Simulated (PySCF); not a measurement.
Zn(Et)(SH) anion (C2H6SZn), SMILES C[CH2][Zn][SH] (connectivity only; charge and spin as stated), charge -1, multiplicity 2.

Coordinates come from a TPSSh-D3(BJ)/def2-SVPD optimisation. The spin state was assumed, not searched. The isomer is the one that the SMILES or the coordinates give; other isomers of the formula were not compared. The values are those of a single conformer.

All values below come from PySCF 2.14.0 with TPSSh-D3(BJ)/def2-SVPD.

Frequencies are harmonic and unscaled.

```csv
mode,ν (cm⁻¹),IR (km/mol),moving atoms (share of kinetic energy)
1,31,0.2,"H 42 %, C 38 %, S 12 %, Zn 8 %"
2,71,3.6,"Zn 32 %, S 29 %, C 23 %, H 15 %"
3,191,11.7,H 95 %
4,210,3.3,"C 57 %, H 22 %, S 17 %"
5,223,1.9,"H 87 %, C 8 %"
6,253,56.3,"S 54 %, Zn 38 %"
7,421,45.9,"C 53 %, H 32 %, Zn 15 %"
8,483,8.0,"H 83 %, C 8 %"
9,540,0.5,"H 84 %, C 16 %"
10,889,2.2,H 94 %
11,922,6.9,"H 91 %, C 9 %"
12,1024,7.4,"C 83 %, H 17 %"
13,1149,7.3,"H 66 %, C 34 %"
14,1240,0.1,"H 74 %, C 26 %"
15,1374,7.3,"H 81 %, C 19 %"
16,1435,1.5,"H 91 %, C 9 %"
17,1479,0.2,H 96 %
18,1486,5.0,H 97 %
19,2638,53.5,H 97 %
20,2928,208.0,H 95 %
21,2970,101.9,H 95 %
22,3013,26.1,"H 91 %, C 9 %"
23,3017,47.1,H 93 %
24,3054,84.0,"H 91 %, C 9 %"
```
